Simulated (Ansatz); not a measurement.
These are frozen-core CCSD(T)/cc-pVQZ // PBE-D3(BJ)/def2-TZVP run with Ansatz (a quantum-chemistry and plane-wave program) values and carry that method's errors.

Ansatz 0.2 input:
```yaml
crystal:
  periodic: [false, false, false]
  atoms:
    - { symbol: N, position_ang: [-0.886248, -0.00496, 0.008167] }
    - { symbol: Si, position_ang: [0.803295, -0.060673, -0.006948] }
    - { symbol: O, position_ang: [1.682833, -1.317193, -0.00622] }
    - { symbol: H, position_ang: [-1.408127, 0.866004, 0.006842] }
    - { symbol: H, position_ang: [-1.470731, -0.835146, 0.019356] }
    - { symbol: H, position_ang: [1.278977, 1.351968, -0.021197] }
basis:
  gaussian: { orbitals: cc-pVQZ }
correlation:
  method: ccsd_t
```

Output:

```
Functional definition: HF
1535 factors; integrals over basis functions are off by at most 8.6e-4 eV
mean field evaluation 1: about -11426.2284 eV, gradient 5.4e1 eV
mean field evaluation 2: about -11426.2302 eV, gradient 5.4e1 eV
mean field evaluation 4: about -11431.7443 eV, gradient 5.3e0 eV
mean field evaluation 8: about -11431.8186 eV, gradient 3.2e-1 eV
mean field evaluation 16: about -11431.7404 eV, gradient 5.3e0 eV
mean field -11431.81923125 eV, -420.1116079830 hartree, gradient 4.3e-6 eV, S^2 0.000000; 0 other end points of the search recorded, 0 dependent functions left out
7 core orbitals not correlated
reference -11431.81923125 eV, -420.1116079830 hartree; 9, 9 occupied and 243, 243 virtual orbitals, 1535 factors
second order -16.72474291 eV of doubles, -0.00000000 eV of singles
cycle   1  -16.31731144 eV  change    4.1e-1 eV  update   1.1e-1
cycle   2  -16.73919532 eV  change   -4.2e-1 eV  update   4.2e-2
cycle   3  -16.87788690 eV  change   -1.4e-1 eV  update   2.0e-2
cycle   4  -16.86708870 eV  change    1.1e-2 eV  update   6.0e-3
cycle   5  -16.86275087 eV  change    4.3e-3 eV  update   2.4e-3
cycle   6  -16.86400155 eV  change   -1.3e-3 eV  update   9.0e-4
cycle   7  -16.86373959 eV  change    2.6e-4 eV  update   3.3e-4
cycle   8  -16.86355356 eV  change    1.9e-4 eV  update   1.3e-4
cycle   9  -16.86359243 eV  change   -3.9e-5 eV  update   5.2e-5
cycle  10  -16.86361569 eV  change   -2.3e-5 eV  update   2.3e-5
cycle  11  -16.86358845 eV  change    2.7e-5 eV  update   1.0e-5
cycle  12  -16.86359894 eV  change   -1.0e-5 eV  update   3.9e-6
perturbative correction -0.74636152 eV, -0.0274282799 hartree
Total energy: -11449.42919171 eV, -420.7587620935 hartree
```

Cost: about 5 core-minutes (a rough figure).
